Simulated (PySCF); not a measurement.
Vertical excitations of a molecule C₃H₉AlO₂ from PySCF 2.14.0 with TDA-PBE/def2-SVPD, as energy in eV (oscillator strength): 5.37 (0.002), 5.47 (0.010), 5.73 (0.063), 6.26 (0.000), 6.43 (0.010), 6.59 (0.044). Lowest triplet (TDA): 5.24 eV. Geometry optimised at B3LYP-D3(BJ)/def2-SVP. Other conformers were not sampled.

**Question.** Which molecule gave these data?
A. CC[O][Al]([CH3])[OH]
B. CC(C)[O][AlH][OH]
C. CC[CH2][Al]([OH])[OH]
D. C[CH2][Al]([OH])[O]C

**Answer.** D, C[CH2][Al]([OH])[O]C
